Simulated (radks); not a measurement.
Question: These are the eigenvalues of the occupied orbitals of an atom or ion with whole-number occupations (eV). All-electron calculation, Dirac Kohn-Sham, LDA (Slater exchange, Perdew-Wang correlation), spin-unpolarised, spherical densities, finite nucleus; Fermi nuclear charge, rms radius of each element as measured or else 0.836 A^(1/3) + 0.57 fm. Program: a radial shooting solver on a logarithmic mesh with Libxc functionals.

1s1/2: -35774.32
2s1/2: -5647.658
2p1/2: -5318.645
2p3/2: -4966.826
3s1/2: -1208.214
3p1/2: -1070.432
3p3/2: -1003.032
3d3/2: -759.8828
3d5/2: -745.5554
4s1/2: -262.6104
4p1/2: -213.0897
4p3/2: -199.1783
4d3/2: -118.4036
4d5/2: -116.0832
5s1/2: -66.0958
5p1/2: -52.5331
5p3/2: -50.3245

Which element is it, and in what charge state? The configuration may be excited. Open shells, if any, fill j = l - 1/2 first.

Answer: Z = 55, caesium, charge +4: Cs4+ in [Kr] 4d10 5s2 5p3. The list shows which subshells hold electrons but not how many an open one holds; the 1s level, -1314.7 hartree, gives Z - s = 51.3 by -(Z - s)^2/2, which with screening and relativity narrows Z to a few neighbours, and the depths of the outer levels then fix element, charge and occupations together.
